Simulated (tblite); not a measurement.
Species: C2H13NSi3.
Cartesian coordinates in Å at the GFN2-xTB level; atoms count from 1:
```
atom  x, y, z in Å
C1     3.1456    0.2051    0.1265
N2     1.7404    0.5118    0.0423
Si3    0.6239   -0.4804   -0.8045
C4    -1.0923    0.2867   -0.5454
Si5   -2.4094   -0.7552   -1.4242
Si6   -1.5075    0.5921    1.2831
H7     3.7051    0.5404   -0.7545
H8     3.2595   -0.8733    0.2076
H9     3.5820    0.6715    1.0120
H10    1.5730    1.5060    0.0669
H11    0.7414   -1.8120   -0.2022
H12    0.8988   -0.6077   -2.2513
H13   -1.0886    1.2636   -1.0377
H14   -3.7253   -0.1175   -1.3086
H15   -2.0896   -0.8826   -2.8493
H16   -2.4718   -2.0946   -0.8376
H17   -2.8345    1.2139    1.3917
H18   -0.5449    1.5119    1.8996
H19   -1.5156   -0.6707    2.0235
```

Computed with GFN2-xTB (tblite): harmonic, unscaled wavenumbers at the GFN2-xTB geometry, gas phase. Against measured fundamentals such values can be off by several per cent, at times by over 20. Modes of hydrogen on silicon can be 10 to 20 % off. One conformer, not necessarily the lowest.

Harmonic wavenumbers (cm⁻¹): 43.2, 78.0, 100.1, 114.3, 120.4, 152.8, 163.7, 192.7, 222.7, 299.5, 472.7, 483.3, 497.4, 505.2, 517.3, 532.4, 593.3, 666.7, 734.8, 776.5, 780.0, 791.9, 797.5, 799.9, 809.3, 819.4, 828.7, 852.3, 858.0, 1062.4, 1072.8, 1077.8, 1111.4, 1163.5, 1363.3, 1422.4, 1493.7, 1504.6, 2124.3, 2199.6, 2223.9, 2228.8, 2233.8, 2238.0, 2248.8, 2263.5, 2901.0, 2913.0, 2971.1, 3031.8, 3448.1.

A = 2634, B = 1005, C = 768.2 MHz; mass 135.036 u (most abundant isotopes); point group C1, symmetry number 1.

Q: What is the zero-point energy?

A: ½Σν̃ = 29451 cm⁻¹ = 352.31 kJ/mol.

Q: What is S at 298.15 K and 1 bar for an ideal gas of classical rigid rotors and harmonic oscillators?

A: Translation 170.04, rotation 123.21, vibration 154.32: S = 447.6 J/(mol K).

Q: And Cp and H(298.15 K) − H(0)?

A: Cp = 189.02 J/(mol K), of which vibrations give 155.76 (their classical limit is 51 R = 424.0); H(298.15 K) − H(0) = 34.03 kJ/mol without the zero-point energy, 24.11 from vibrations.

Q: How do the functions run with temperature in this model?

A: 
```csv
T (K),S (J/(mol K)),Cp (J/(mol K)),H − H(0) (kJ/mol),G − H(0) (kJ/mol),ln q(vib)
150,345.4,116.0,11.38,-40.44,3.90
250,416.3,166.1,25.47,-78.61,7.25
400,509.2,230.5,55.47,-148.19,12.11
600,614.5,289.3,107.86,-260.87,18.23
900,743.5,345.7,203.81,-465.30,26.49
```

q(vib) and H(0) count from the zero-point level.

Q: What must be added to the electronic energy to get the Gibbs energy at 298.15 K and 1 bar?

A: ZPE + [H(298.15 K) − H(0)] − T·S = 352.31 + 34.03 − 133.44 = 252.90 kJ/mol.

Q: Which modes carry the vibrational entropy at 298.15 K?

A: 43.2 cm⁻¹: 21.37; 78.0 cm⁻¹: 16.49; 100.1 cm⁻¹: 14.44; 114.3 cm⁻¹: 13.37; 120.4 cm⁻¹: 12.95; 152.8 cm⁻¹: 11.03 J/(mol K); the other 45 give 64.67 together.

Hindered rotation and anharmonicity are outside this model. Other conformers, if any are populated, would add a mixing term that is left out. The structure is chiral; the term R ln 2 for an equal mix with its mirror image is left out.
